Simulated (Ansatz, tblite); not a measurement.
Isomers of B8N⁺ (singlet), found by a short tight-binding search and relaxed with PBE0-D4/def2-SVP in Ansatz.

The xTB rows come from tblite.

Run but left out: HF/def2-TZVP, HF/def2-TZVPP (A: restricted singlet, unstable towards broken spin symmetry).

A: The restricted singlet is unstable towards broken spin symmetry in Hartree–Fock (as tested in another run); at PBE-D4/def2-SVP, PBE-D4/def2-TZVP, r2SCAN-D4/def2-TZVP, PBE0-D4/def2-SVP and others this wasn't settled. B: The restricted singlet is unstable towards broken spin symmetry in Hartree–Fock (as tested in another run); at PBE-D4/def2-SVP, PBE-D4/def2-TZVP, r2SCAN-D4/def2-TZVP, PBE0-D4/def2-SVP and others this wasn't settled. C: The restricted singlet is unstable towards broken spin symmetry in Hartree–Fock (as tested in another run); at PBE-D4/def2-SVP, PBE-D4/def2-TZVP, r2SCAN-D4/def2-TZVP, PBE0-D4/def2-SVP and others this wasn't settled. D: The restricted singlet is unstable towards broken spin symmetry in Hartree–Fock (as tested in another run); at PBE-D4/def2-SVP, PBE-D4/def2-TZVP, r2SCAN-D4/def2-TZVP, PBE0-D4/def2-SVP and others this wasn't settled.

Other spin states weren't relaxed.

A:

```xyz
9

N    -1.6507    0.3403    1.5580
B     0.4090   -1.2300    0.1978
B     1.7643   -1.3437   -1.1689
B    -1.5805    1.4841    0.9019
B     1.3398   -2.4201   -0.1740
B    -0.7697   -0.4984    1.0616
B    -0.8071    2.2236   -0.2827
B     0.2863    1.4327   -1.0290
B     1.0086    0.0116   -1.0647
```

B:

```xyz
9

N     0.357    0.842    1.282
B    -1.256    0.518    0.435
B    -0.765    0.230    1.928
B     1.110    0.305   -1.332
B     1.064    0.913    0.152
B     0.226   -1.236   -0.480
B    -0.095   -0.939    1.068
B    -0.828    0.087   -1.056
B     0.188   -0.720   -1.996
```

C:

```xyz
9

N    -0.363    1.444   -0.562
B    -2.030   -0.578   -0.373
B    -1.059   -1.593    0.225
B     0.929    1.648   -0.277
B     1.645   -0.736    0.686
B     0.017   -0.053    0.020
B     1.997    0.702    0.315
B     0.423   -1.691    0.667
B    -1.559    0.857   -0.702
```

D:

```xyz
9

N     0.341    0.005    0.219
B     1.635    0.025    1.052
B     0.397   -0.897    1.432
B    -0.625    1.060   -1.795
B     0.802    1.599   -1.551
B    -1.083   -0.017   -0.697
B    -1.870   -1.098    0.190
B     1.448    0.926   -0.245
B    -1.044   -1.603    1.395
```

E:

```xyz
9

N    -1.098    2.017   -1.029
B     0.152    1.764   -0.636
B    -1.574    0.858   -0.570
B     1.903   -0.630    0.393
B    -0.537   -1.910    0.486
B    -1.396   -0.635    0.064
B     1.022   -1.894    0.720
B     1.316    0.788   -0.040
B     0.211   -0.358    0.612
```

Estimate their order by electronic energy at PBE0-D4/def2-TZVP, counted from the lowest.

E (0.0) < C (49.8) < B (242.6) < A (266.5) < D (526.8), in kJ/mol.

Do the other levels pick the same lowest one?

Not GFN1-xTB, GFN2-xTB. Energies above each level's lowest (kJ/mol):

| level | A | B | C | D | E |
| --- | --- | --- | --- | --- | --- |
| GFN1-xTB | 0.0 | 246.9 | 4.3 | 98.7 | 56.6 |
| GFN2-xTB | 21.7 | 180.9 | 0.0 | 137.7 | 56.5 |
| PBE-D4/def2-SVP | 258.7 | 208.5 | 33.8 | 521.1 | 0.0 |
| PBE-D4/def2-TZVP | 246.9 | 215.9 | 27.1 | 508.4 | 0.0 |
| r2SCAN-D4/def2-TZVP | 256.4 | 243.6 | 38.9 | 527.9 | 0.0 |
| PBE0-D4/def2-SVP | 280.0 | 237.7 | 60.1 | 542.2 | 0.0 |
| PBE0-D4/def2-TZVP | 266.5 | 242.6 | 49.8 | 526.8 | 0.0 |
| CAM-B3LYP-D4/def2-TZVP | 241.1 | 290.5 | 81.4 | 512.8 | 0.0 |
| ωB97X-V/def2-TZVP | 266.9 | 276.7 | 100.0 | 524.1 | 0.0 |
| ωB97M-V/def2-TZVP | 257.5 | 263.9 | 78.9 | 520.5 | 0.0 |
Point groups (tolerance 0.1 Å): A Cs, B Cs, C C2v, D C2v, E Cs. Lower isomers may exist. From def2-SVP to def2-TZVP the PBE0 values move by up to 15.4 kJ/mol, so results in the small set are rough.
